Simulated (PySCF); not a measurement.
# Calculated properties of `CS[Si@H](N)N[SiH3]`

CH₁₀N₂SSi₂.
Atom-mapped SMILES: `[CH3:1][S:2][Si@H:3]([NH2:4])[NH:5][SiH3:6]` (hydrogens: H7, H8, H9 on C1; H10 on Si3; H11, H12 on N4; H13 on N5; H14, H15, H16 on Si6)

PBE0-D3(BJ)/def2-SVP geometry optimisation, gas phase (PySCF):

| Item | Value |
| --- | --- |
| Point group | C1 |
| Rotational constants A, B, C | 2.549, 1.076, 0.907 GHz |

**PBE0/def2-SVPD ground state, ΔSCF and vertical TDDFT (core frozen in the response) (PySCF)**

| Item | Value |
| --- | --- |
| Dipole moment | 2.66 D |
| HOMO energy | -6.77 eV |
| LUMO energy | -0.02 eV |
| HOMO–LUMO gap | 6.75 eV |
| Lowest singlet excitation | 5.54 eV (224 nm, f = 0.005) |
| Strongest line among the 10 lowest singlet transitions | S4 at 6.39 eV (194 nm, f = 0.040) |
| Lowest triplet excitation (Tamm–Dancoff) | 5.19 eV |
| Static isotropic polarisability | 103.1 au |
| Vertical ionisation energy | 8.65 eV |
| Electronic spatial extent ⟨r²⟩ about the centre of nuclear charge | 1387 bohr² |

PBE0/pcSseg-1 ground state and GIAO shieldings, non-relativistic (PySCF):

| Item | Value |
| --- | --- |
| Lowest Hirshfeld atomic charge | -0.33 e on N5 |
| Highest Hirshfeld atomic charge | +0.38 e on Si3 |
| 13C chemical shifts (computed TMS as zero) by class | 10.3 (C1) ppm |
| 1H chemical shifts (computed TMS as zero) by class | 5.34 (H10), 4.66 (H14/H15/H16), 2.05 (H7/H8/H9), 0.30 (H11/H12), 0.08 (H13) ppm |
| Isotropic shieldings of nuclei other than C and H, by class | 240 (N4), 244 (N5), 363 (Si3), 409 (Si6), 642 (S2) ppm |
| Mayer bond orders between heavy atoms | C1–S2 0.99, S2–Si3 0.97, Si3–N4 1.01, Si3–N5 0.95, N5–Si6 0.95 |

Monoisotopic mass from the formula: 138.0103 u.

The 10 singlets span 5.54 to 7.07 eV, and their oscillator strengths add up to 0.17. The ΔSCF ionisation energy exceeds −ε(HOMO) by 1.88 eV with PBE0. The rotational constants make it an asymmetric top with κ = (2B − A − C)/(A − C) = -0.79, nearer the prolate limit (−1). The dipole matches unit charges of opposite sign 0.55 Å apart (1 e·Å = 4.8032 D). The largest Löwdin shares of the HOMO are 0.68 on S2, 0.10 on C1, 0.07 on N5 and 0.06 on Si3. The principal polarisabilities are 94.2, 99.7 and 115.5 au; their mean is the isotropic value. No computed singlet falls in the visible range (750 to 380 nm, 1.65 to 3.26 eV); S1 lies 2.28 eV above its blue end.

 NMR classes are plain means over equivalent atoms (diastereotopic ones count apart unless rotation or inversion swaps them), as if these changed places fast; in this geometry the members of some classes differ.

The values belong to the conformer `[CH3:1][S:2][Si@H:3]([NH2:4])[NH:5][SiH3:6]`: C1–S2–Si3–N4 60°, S2–Si3–N5–Si6 -81°, H–N4–Si3–S2 42°, H–N4–Si3–S2 -175°.
